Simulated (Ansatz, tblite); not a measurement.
Isomers of Li9⁺ (singlet), found by a short tight-binding search and relaxed with PBE0/def2-TZVP in Ansatz.

The xTB rows come from tblite. Correlated methods freeze no core orbitals; core or outer-core shells of Li are correlated, in sets that lack core-valence functions.

Run but left out: HF/def2-TZVPP (A: restricted singlet, unstable towards broken spin symmetry).

A: The restricted singlet is unstable towards broken spin symmetry in Hartree–Fock (as tested in another run); at PBE/def2-TZVP, revPBE/def2-TZVP, r2SCAN/def2-TZVP, PBE0/def2-TZVP and others this wasn't settled. At CCSD(T)/def2-TZVPP the restricted singlet (for correlated methods, its reference) is unstable: a solution with broken spin symmetry lies lower. B: The restricted singlet is unstable towards broken spin symmetry in Hartree–Fock (as tested in another run); at revPBE/def2-TZVP, r2SCAN/def2-TZVP, PBE0/def2-TZVP, r2SCAN0/def2-TZVP this wasn't settled. At CCSD(T)/def2-TZVPP the restricted singlet (for correlated methods, its reference) is unstable: a solution with broken spin symmetry lies lower.

Other spin states weren't relaxed.

A:

Cartesian coordinates in Å:
```
Li -2.546 1.832 1.328
Li -1.137 -0.633 0.739
Li 1.216 -0.569 -0.658
Li 0.208 -3.175 0.211
Li 0.627 1.694 1.118
Li 1.421 -1.039 2.351
Li -1.254 -1.509 -2.184
Li 2.299 1.955 -1.576
Li -0.833 1.442 -1.329
```

B:

```xyz
9

Li    1.0257   -1.7008   -1.7495
Li   -0.0017   -0.0010   -0.0006
Li    2.5304    0.6872   -0.3429
Li   -1.5854   -2.1031    0.2640
Li   -2.3001    0.8907    0.9614
Li    0.5572    1.2682    2.2528
Li    1.2737   -1.7242    1.5514
Li   -1.5035    0.1498   -2.1740
Li    0.0036    2.5331   -0.7628
```

Q: Estimate which lies lowest at each level, and how far above it the others are (kJ/mol).

A: 
| level | A | B |
| --- | --- | --- |
| GFN2-xTB | 0.0 | 33.3 |
| PBE/def2-TZVP | 40.1 | 0.0 |
| revPBE/def2-TZVP | 36.6 | 0.0 |
| r2SCAN/def2-TZVP | 45.0 | 0.0 |
| PBE0/def2-TZVP | 39.9 | 0.0 |
| r2SCAN0/def2-TZVP | 43.9 | 0.0 |
| MP2/def2-TZVPP | 52.5 | 0.0 |
| CCSD/def2-TZVPP | 25.1 | 0.0 |
| CCSD(T)/def2-TZVPP | 34.4 | 0.0 |
Point groups (tolerance 0.1 Å): A C2v, B D4d. Lower isomers may exist.
